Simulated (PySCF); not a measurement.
Which determinant of MgTe⁺ lies lowest?

Unrestricted PBE0; PySCF, scalar-relativistic core potentials, basis sets Mg def2-SVPD, Te def2-SVPD with ECP28. Outer shells of the fragments: Mg+ 3s1; Te 4d10 5s2 5p4.

Followed along the bond (rough minima from three points):

| 2Ms+1 | unpaired | ⟨S²⟩ at the start | R at minimum (Å) | Te (eV) |
| --- | --- | --- | --- | --- |
| 2 | π ↑ | 0.77 | 2.60 | 0.00 |
| 4 | σ ↑, π ↑↑ | 3.75 | 3.09 | 0.55 |
| 2 | σ ↓, π ↑↑ | 1.75 | 3.07 | 0.67 |
| 2 | σ ↑, π ↑↓ | 1.76 | 3.07 | 0.99 |

Solutions found at the starting distance of 2.775 Å, counted from the lowest of them; the search is not exhaustive and high or unbound solutions are not listed, so other states can lie among these:

```json
{"2Ms+1": "2", "unpaired": "π ↑", "term": "²Π", "E (eV)": "0.00", "⟨S²⟩": "0.77", "⟨Lz²⟩": "1.01", "μ (D)": "-11.23"}
{"2Ms+1": "4", "unpaired": "σ ↑, π ↑↑", "term": "⁴Σ⁻", "E (eV)": "0.59", "⟨S²⟩": "3.75", "⟨Lz²⟩": "0.00", "μ (D)": "-4.77"}
{"2Ms+1": "2", "unpaired": "σ ↓, π ↑↑", "term": "mixed", "E (eV)": "0.69", "⟨S²⟩": "1.75", "⟨Lz²⟩": "0.00", "μ (D)": "-4.80"}
{"2Ms+1": "2", "unpaired": "σ ↑, π ↑↓", "term": "mixed", "E (eV)": "1.02", "⟨S²⟩": "1.76", "⟨Lz²⟩": "2.01", "μ (D)": "-4.79"}
{"2Ms+1": "4", "unpaired": "σ ↑↑, π ↑", "term": "⁴Π", "E (eV)": "1.99", "⟨S²⟩": "3.75", "⟨Lz²⟩": "1.01", "μ (D)": "-5.91"}
{"2Ms+1": "2", "unpaired": "σ ↑", "term": "mixed", "E (eV)": "2.12", "⟨S²⟩": "0.75", "⟨Lz²⟩": "2.00", "μ (D)": "-4.77"}
```

A term symbol is given only where ⟨S²⟩ and ⟨Lz²⟩ are close to those of a pure state; real π, δ and φ orbitals otherwise mix terms. A positive dipole points towards Te; it is taken about the centre of mass and depends on that origin.

Spin–orbit coupling is left out. Counting both spins, an empty level lies below a filled one in some of these solutions, because spin and occupation are held.
